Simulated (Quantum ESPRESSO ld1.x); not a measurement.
Results of a calculation; reference values are marked as such.
Question: Sr, 38 electrons, occupied as [Kr] 5s2 (the NIST ground configuration). Code: ld1.x of Quantum ESPRESSO 7.5. Model: Dirac Kohn-Sham, LDA (Slater exchange, Perdew-Wang correlation), spin-unpolarised, spherical densities, point nucleus. Some entries of the table are withheld. Estimate them.

orbital,occ.,eigenvalue (eV),<1/r> (bohr^-1),<r^2> (bohr^2)
1s1/2,2,-15906.5,38.95,0.002071
2s1/2,2,(1),8.767,0.03510
2p1/2,2,-1961.81,8.746,(2)
2p3/2,4,-1893.53,8.406,(3)
3s1/2,2,-332.535,(4),0.2791
3p1/2,2,-262.744,2.824,0.2830
3p3/2,4,-252.254,2.741,0.2951
3d3/2,4,-129.251,2.520,0.3008
3d5/2,6,-127.419,2.499,0.3051
4s1/2,2,(5),0.9969,2.093
4p1/2,2,-23.6558,0.8656,(6)
4p3/2,4,-22.4744,0.8434,(7)
5s1/2,2,-3.6410,0.2985,20.84

Answer: 
(1) 2s1/2 eigenvalue (eV): -2153.93
(2) 2p1/2 <r^2> (bohr^2): 0.02673
(3) 2p3/2 <r^2> (bohr^2): 0.02814
(4) 3s1/2 <1/r> (bohr^-1): 2.930
(5) 4s1/2 eigenvalue (eV): -40.9022
(6) 4p1/2 <r^2> (bohr^2): 2.760
(7) 4p3/2 <r^2> (bohr^2): 2.888
